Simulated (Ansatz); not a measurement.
Consider the formal hydrolysis of the Si–S bond: `NC[SiH2]S[SiH3]` + H₂O → `NC[SiH2]O` + `[SiH3]S`.

Calculated with Ansatz (gas phase, PBE0-D4/def2-TZVP geometries, no zero-point term in ΔE). CBS: MP2 limit from def2 TZ/QZ plus the TZ coupled-cluster correction, frozen cores. This one scheme is used for every species. Functionals use def2-TZVPP. B3LYP here is the variant with VWN-RPA as its local correlation; programs differ in this. One conformer a species, not always the lowest.

`NC[SiH2]S[SiH3]`:

```xyz
14

N     1.816    0.136    1.584
C     0.522   -0.525    1.425
Si    0.180   -1.137   -0.325
S     0.407    0.487   -1.713
Si   -1.565    1.281   -1.516
H     2.573   -0.509    1.390
H     1.904    0.896    0.919
H     0.463   -1.369    2.121
H    -0.270    0.164    1.734
H    -1.182   -1.726   -0.478
H     1.208   -2.137   -0.718
H    -1.551    2.628   -2.137
H    -1.946    1.395   -0.083
H    -2.558    0.418   -2.204
```

H₂O:

Cartesian coordinates in Å:
```
O -0.358 0.083 -0.127
H -0.117 -0.471 0.618
H 0.475 0.388 -0.491
```

`NC[SiH2]O`:

Cartesian coordinates in Å:
```
N -1.002 -0.258 1.012
C -0.372 0.780 0.187
Si 1.031 -0.063 -0.743
O 0.410 -1.456 -1.362
H -1.884 0.056 1.395
H -0.409 -0.498 1.798
H -0.054 1.677 0.735
H -1.100 1.108 -0.562
H 2.145 -0.344 0.211
H 1.557 0.765 -1.858
H -0.321 -1.768 -0.815
```

`[SiH3]S`:

```xyz
6

Si   -0.509   -0.031    0.136
S     1.537    0.565    0.301
H    -1.126    0.470   -1.118
H    -1.178    0.580    1.309
H    -0.653   -1.508    0.183
H     1.930   -0.076   -0.812
```

```csv
level,ΔE (kcal/mol),difference from CCSD(T)/CBS
PBE-D4,-3.2,2.5
r2SCAN-D4,-6.1,-0.4
PBE0-D4,-4.0,1.7
B3LYP-D4,-6.6,-0.9
ωB97X-V,-7.4,-1.7
ωB97M-V,-7.2,-1.5
B2PLYP,-8.8,-3.1
PBE,-5.3,0.4
r2SCAN,-6.7,-1.0
PBE0,-5.9,-0.2
B3LYP,-9.9,-4.2
HF/def2-TZVPP,-12.7,-7.0
MP2/def2-TZVPP,-5.9,-0.2
SCS-MP2/def2-TZVPP,-7.8,-2.1
CCSD/def2-TZVPP,-8.3,-2.6
CCSD(T)/def2-TZVPP,-7.1,-1.4
HF/def2-QZVPP,-12.9,-7.2
MP2/def2-QZVPP,-5.2,0.5
SCS-MP2/def2-QZVPP,-7.1,-1.4
HF/CBS(def2),-12.9,-7.2
MP2/CBS(def2),-4.5,1.2
CCSD/CBS(def2),-6.9,-1.2
CCSD(T)/CBS,-5.7,0
```

Largest T1 diagnostic among the species: 0.011.

The D4 term adds +3.3 kcal/mol with B3LYP and +1.9 kcal/mol with PBE0; it sums over pairs of atoms, weighted by their polarisabilities, and B3LYP, whose exchange is more repulsive, gets the larger term. In def2-TZVPP, CCSD(T) changes the Hartree–Fock value by +5.6 kcal/mol (the triples alone add +1.2 kcal/mol) and MP2 by +6.8 kcal/mol.
